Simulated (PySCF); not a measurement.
# CsSi at UHF-CCSD(T)

Computed with UHF-CCSD(T); PySCF, scalar-relativistic core potentials, basis sets Cs def2-SVPD with ECP46, Si def2-SVPD.

```json
{"state": "⁴Σ⁻ (quartet), unpaired electrons σ ↑, π ↑↑", "bond length": "0.3418 nm", "harmonic wavenumber": "164 cm⁻¹", "force constant": "0.364 mdyn/Å", "rotational constant Be": "0.06242 cm⁻¹", "anharmonicity ωexe": "0.510 cm⁻¹", "vibration–rotation constant αe": "0.000282 cm⁻¹", "well depth De to Cs + Si": "1.46 eV", "dissociation energy D0": "1.45 eV"}
```

Correlated steps freeze 5 core orbitals. Correlated levels converge slowly with the basis: in double zeta they bind strong bonds too weakly, by up to about 1 eV, and carry superposition errors of some tenths. Spin–orbit coupling is left out, which matters for elements this heavy, above all for dissociation energies. The state is the lowest determinant that a PBE0 search found; another state may lie lower at other levels.
